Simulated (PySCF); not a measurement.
What the low excited states add to the polarisability

C2H10N2Si.
SMILES with atom numbers: `[CH3:1][N:2]([CH3:3])[SiH2:4][NH2:5]` (hydrogens: H6, H7, H8 on C1; H9, H10, H11 on C3; H12, H13 on Si4; H14, H15 on N5)

Structure used (PBE0-D3(BJ)/def2-SVP), in Å, numbered top down from 1:
```xyz
15
C2H10N2Si angstrom
C     -1.2054   -1.1832   -0.8296
N     -0.4308   -0.2019   -0.1191
C     -1.2075    0.7001    0.6920
Si     1.2862   -0.3191    0.0821
N      1.9544    1.2702    0.1219
H     -1.9548   -0.7007   -1.4864
H     -0.5551   -1.8021   -1.4666
H     -1.7599   -1.8670   -0.1544
H     -1.7532    0.1828    1.5079
H     -0.5500    1.4582    1.1433
H     -1.9620    1.2337    0.0826
H      1.7176   -1.2150   -1.0404
H      1.7703   -0.9200    1.3718
H      1.8976    1.9004   -0.6692
H      2.7439    1.4796    0.7201
```

Computed, not measured: PySCF 2.14.0, density-fitted response routines, TDDFT PBE0/def2-SVPD, vertical, gas phase, core orbitals frozen in the response.

Excitation energies and transition dipoles (atomic units, axes of the coordinates) of those of the lowest 10 singlets that add 0.02 au or more to the mean polarisability:

```json
{"state": "S1", "ΔE (hartree)": "0.2096", "μx": "0.324", "μy": "-0.026", "μz": "0.226"}
{"state": "S2", "ΔE (hartree)": "0.2177", "μx": "-0.475", "μy": "-0.179", "μz": "0.161"}
{"state": "S3", "ΔE (hartree)": "0.2414", "μx": "-0.243", "μy": "0.162", "μz": "0.194"}
{"state": "S4", "ΔE (hartree)": "0.2433", "μx": "-0.208", "μy": "0.234", "μz": "-0.300"}
{"state": "S5", "ΔE (hartree)": "0.2501", "μx": "-0.248", "μy": "-0.133", "μz": "-0.006"}
{"state": "S6", "ΔE (hartree)": "0.2604", "μx": "-0.239", "μy": "0.057", "μz": "0.148"}
{"state": "S7", "ΔE (hartree)": "0.2657", "μx": "-0.049", "μy": "-0.139", "μz": "0.179"}
{"state": "S8", "ΔE (hartree)": "0.2716", "μx": "-0.139", "μy": "-0.375", "μz": "-0.093"}
{"state": "S9", "ΔE (hartree)": "0.2783", "μx": "-0.649", "μy": "0.169", "μz": "-0.209"}
{"state": "S10", "ΔE (hartree)": "0.2850", "μx": "-0.389", "μy": "0.010", "μz": "-0.193"}
```

What does each state add to αxx, αyy and αzz, and how do the sums compare with the full static tensor?

Each state adds 2 μα² / ΔE.

| state | αxx (au) | αyy (au) | αzz (au) |
| --- | --- | --- | --- |
| S1 | 1.00 | 0.01 | 0.49 |
| S2 | 2.07 | 0.30 | 0.24 |
| S3 | 0.49 | 0.22 | 0.31 |
| S4 | 0.36 | 0.45 | 0.74 |
| S5 | 0.49 | 0.14 | 0.00 |
| S6 | 0.44 | 0.02 | 0.17 |
| S7 | 0.02 | 0.15 | 0.24 |
| S8 | 0.14 | 1.03 | 0.06 |
| S9 | 3.02 | 0.20 | 0.31 |
| S10 | 1.06 | 0.00 | 0.26 |
| all 10 states | 9.1 | 2.5 | 2.8 |
| full response | 78.9 | 69.5 | 64.7 |
| share (%) | 12 | 4 | 4 |

The rest comes from the higher roots of the same response equations.

Give the full tensor and its principal values.

In au, rows and columns x, y, z:
```
x   78.9  2.1  1.6
y    2.1 69.5  4.1
z    1.6  4.1 64.7
```
Principal values 62.3, 71.0 and 79.8 au; mean 71.0 au (10.53 Å³).

By how much does the contribution of these states grow at 1064 nm?

With ω = 0.0428 hartree each state's term in the mean polarisability goes from f / ΔE² to f / (ΔE² − ω²), f = (2/3) ΔE |μ|²; the sum over all 10 states goes from 4.81 to 4.96 au, a rise of 0.15 au.

A one-level model with all 32 active electrons at a single energy would need ΔE = √(N/α) = 18.3 eV to give this α, against S1 at 5.70 eV.

On Arm Neoverse V1, one thread (shared host), this took 39 s of wall time.

One conformer stands for the species.
